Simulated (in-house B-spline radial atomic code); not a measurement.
**LDA VWN5 excitations of the nitrogen ion N³⁺**

Method: LDA VWN5. Computed with an all-electron radial atomic-structure program (B-spline basis): linear response of the closed shell [He] 2s2 with the functional's adiabatic kernel; non-relativistic, point nucleus, no spin-orbit coupling, no double excitations, S, P, D and F terms only.

Command:
```bash
python run_td.py task.json out
```
Settings (radii: box in bohr, nucleus in fm):
```
Z                        7
electrons                4
configuration            [He] 2s2
hamiltonian              nr
method                   lda,vwn
box_radius               5.5
wall_radius              5.5
intervals                43
```

Time taken, with all properties: 0.1 s on 1 thread of Arm Neoverse N1, on a shared host.

Confined states, up to the first strongly mixed one, which can leave gaps near the end. Labels give the largest channel, * marks a mixed state, and oscillator strengths are full-response dipole values. Semilocal kernels can invert the small singlet-triplet splittings of Rydberg terms. Energies in eV:

```csv
state,full response,Tamm-Dancoff,oscillator strength
2s → 2p 3P,7.091,7.691,-
2s → 2p 1P,14.926,15.849,0.576
2s → 3s 3S,45.31,45.32,-
2s → 3s 1S,46.69,46.72,-
2s → 3p 3P,48.23,48.24,-
2s → 3p 1P,48.45,48.46,0.369
2s → 3d 3D,49.94,49.96,-
2s → 3d 1D,50.50,50.51,-
2s → 4f 1F,63.80,63.80,-
2s → 4f 3F,64.04,64.04,-
2s → 4d 3D,66.96,66.97,-
2s → 4s 3S,?,?,-
2s → 4d 1D,?,?,-
2s → 4s 1S,68.15,68.17,-
2s → 4p 3P,68.48,68.49,-
2s → 4p 1P,68.72,68.73,0.289
```

(1) Where does 2s → 4d 1D lie?

(2) Where does 2s → 4s 3S lie?

(3) How large is the singlet-triplet splitting of 2s → 2p (P terms) in Tamm-Dancoff?

(4) What polarisabilities and dispersion coefficient does the method give?

Answers

(1) At 67.62 eV in full response, 67.62 eV in Tamm-Dancoff.

(2) At 67.00 eV in full response, 67.01 eV in Tamm-Dancoff.

(3) 8.16 eV, from the unrounded values.

(4) Dipole 2.108 bohr³, quadrupole 1.493 bohr⁵, C6 2.064 hartree·bohr⁶ for two such species.
